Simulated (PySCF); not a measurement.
A structure optimised at PBE-D3(BJ)/def2-SVP, used in a PySCF frequency run:

```xyz
13

C     -1.5184    -2.3584    -0.5565
C     -0.7931    -1.4911    -0.0729
Si     0.2815    -0.1507     0.5940
C      2.0964    -0.4994     0.1890
Si    -0.4424     1.8693    -0.3787
H     -2.1560    -3.1255    -0.9765
H      0.0839    -0.0881     2.0867
H      2.4133    -1.4655     0.6301
H      2.2467    -0.5495    -0.9077
H      2.7436     0.3032     0.5966
H     -0.2745     1.8021    -1.8743
H     -1.8910     2.1298    -0.0646
H      0.3768     3.0254     0.1374
```

Question: Write its SMILES and formula.

Answer: C#C[Si@@H](C)[SiH3], C3H8Si2

Question: What are its rotational constants (standard atomic weights)?

Answer: 3.4215, 2.0377, 1.4179 GHz
